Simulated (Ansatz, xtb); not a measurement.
Pulling on the C2–H3 bond in CH4OSn (SMILES [CH3][Sn][OH]) (multiplicity 1 held, fragments rigid). Energies count from the point at 1.093 Å.
Geometry at that point (charge 0, multiplicity 1):
```json
[
 {"atom": "Sn", "x (Å)": "0.0224", "y (Å)": "-0.0636", "z (Å)": "0.3886"},
 {"atom": "C", "x (Å)": "0.4195", "y (Å)": "1.6072", "z (Å)": "-0.9817"},
 {"atom": "H", "x (Å)": "-0.2020", "y (Å)": "2.4693", "z (Å)": "-0.7259"},
 {"atom": "H", "x (Å)": "0.2008", "y (Å)": "1.2878", "z (Å)": "-2.0005"},
 {"atom": "H", "x (Å)": "1.4642", "y (Å)": "1.9210", "z (Å)": "-0.9117"},
 {"atom": "O", "x (Å)": "-0.5375", "y (Å)": "-1.2505", "z (Å)": "-1.1305"},
 {"atom": "H", "x (Å)": "-0.7986", "y (Å)": "-2.1366", "z (Å)": "-0.8572"}
]
```

Unrestricted levels (U-) break spin symmetry where that is lower. Active spaces are followed from a long bond inwards. Levels need not reach the same state.

Cores are frozen in the correlated methods. Filled d and f shells under p-block atoms count as core.

Run with Ansatz (a first-principles code); xtb for the GFN methods. Values without a source in brackets are computed. In def2 rows elements past Kr take small-core potentials, without spin–orbit coupling. The GFN methods have no spin term and hold the electronic entropy of 300 K.

Energies in kJ/mol.

```json
[
 {"R (Å)": "0.874", "GFN2-xTB": "116", "U-CCSD(T)/def2-SVP": "137", "FIC-NEVPT4(SD) on CASSCF(2,2)/def2-SVP": "137", "FIC-MRCISD+Q on CASSCF(2,2)/def2-SVP": "137"},
 {"R (Å)": "0.984", "GFN2-xTB": "22", "U-CCSD(T)/def2-SVP": "30", "FIC-NEVPT4(SD) on CASSCF(2,2)/def2-SVP": "30", "FIC-MRCISD+Q on CASSCF(2,2)/def2-SVP": "30"},
 {"R (Å)": "1.093", "GFN2-xTB": "0", "U-CCSD(T)/def2-SVP": "0", "FIC-NEVPT4(SD) on CASSCF(2,2)/def2-SVP": "0", "FIC-MRCISD+Q on CASSCF(2,2)/def2-SVP": "0"},
 {"R (Å)": "1.202", "GFN2-xTB": "14", "U-CCSD(T)/def2-SVP": "13", "FIC-NEVPT4(SD) on CASSCF(2,2)/def2-SVP": "12", "FIC-MRCISD+Q on CASSCF(2,2)/def2-SVP": "13"},
 {"R (Å)": "1.312", "GFN2-xTB": "45", "U-CCSD(T)/def2-SVP": "47", "FIC-NEVPT4(SD) on CASSCF(2,2)/def2-SVP": "47", "FIC-MRCISD+Q on CASSCF(2,2)/def2-SVP": "47"},
 {"R (Å)": "1.476", "GFN2-xTB": "102", "U-CCSD(T)/def2-SVP": "115", "FIC-NEVPT4(SD) on CASSCF(2,2)/def2-SVP": "114", "FIC-MRCISD+Q on CASSCF(2,2)/def2-SVP": "115"},
 {"R (Å)": "1.640", "GFN2-xTB": "163", "U-CCSD(T)/def2-SVP": "186", "FIC-NEVPT4(SD) on CASSCF(2,2)/def2-SVP": "185", "FIC-MRCISD+Q on CASSCF(2,2)/def2-SVP": "186"},
 {"R (Å)": "1.913", "GFN2-xTB": "254", "U-CCSD(T)/def2-SVP": "292", "FIC-NEVPT4(SD) on CASSCF(2,2)/def2-SVP": "287", "FIC-MRCISD+Q on CASSCF(2,2)/def2-SVP": "287"},
 {"R (Å)": "2.186", "GFN2-xTB": "328", "U-CCSD(T)/def2-SVP": "371", "FIC-NEVPT4(SD) on CASSCF(2,2)/def2-SVP": "360", "FIC-MRCISD+Q on CASSCF(2,2)/def2-SVP": "360"},
 {"R (Å)": "2.514", "GFN2-xTB": "395", "U-CCSD(T)/def2-SVP": "429", "FIC-NEVPT4(SD) on CASSCF(2,2)/def2-SVP": "412", "FIC-MRCISD+Q on CASSCF(2,2)/def2-SVP": "412"},
 {"R (Å)": "2.951", "GFN2-xTB": "453", "U-CCSD(T)/def2-SVP": "453", "FIC-NEVPT4(SD) on CASSCF(2,2)/def2-SVP": "444", "FIC-MRCISD+Q on CASSCF(2,2)/def2-SVP": "444"},
 {"R (Å)": "3.498", "GFN2-xTB": "491", "U-CCSD(T)/def2-SVP": "458", "FIC-NEVPT4(SD) on CASSCF(2,2)/def2-SVP": "455", "FIC-MRCISD+Q on CASSCF(2,2)/def2-SVP": "456"}
]
```

Doubts at one or more of the structures used: a spin-contaminated determinant (U-CCSD(T)/def2-SVP); T1 above 0.05 (U-CCSD(T)/def2-SVP).
